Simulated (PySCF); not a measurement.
# What an electron can do to MoH

CCSD(T) in PySCF with def2-TZVPPD on every atom (core potentials on Mo), for the lowest determinant that a PBE0 search found; no spin–orbit coupling.

```tsv
species	state (unpaired electrons)	Re (Å)	ωe (cm⁻¹)	energy of the minimum from the neutral (eV)	De (eV)	dissociates to
MoH	sextet (σ ↑, π ↑↑, δ ↑↑)	1.718	1780	0.00	2.43	Mo (4d5 5s1) + H
MoH⁺	quintet (π ↑↑, δ ↑↑)	1.670	1946	7.62	1.88	Mo⁺ (4d5) + H
```

Question: Work out the lowest energy to break MoH into atoms, from its vibrational ground state.

Answer: D0 = De − ωe/2 = 2.43 − 0.11 = 2.32 eV (CCSD(T)/def2-TZVPPD).

Question: Work out the ionisation energy of the Mo atom at this level and the threshold of dissociative ionisation.

Answer: IE(Mo) = 7.62 + 1.88 − 2.43 = 7.07 eV, so Mo⁺ (4d5) + H + e⁻ appears at D0 + IE(Mo) = 9.39 eV (CCSD(T)/def2-TZVPPD). The measured IE(Mo) is 7.092 eV (NIST ASD).

These are thermodynamic thresholds; the onsets seen under electron impact lie higher where the geometry changes, and cross-sections peak well above them.

Correlated steps freeze no core orbitals. These are scalar-relativistic numbers at best; spin–orbit coupling would shift them, the dissociation energy most. For an ion De counts to the pair picked by the measured ionisation energies or electron affinities, which need not be the lowest pair at this level. With d or f electrons several states lie close, and the lowest PBE0 determinant need not be the measured ground state.
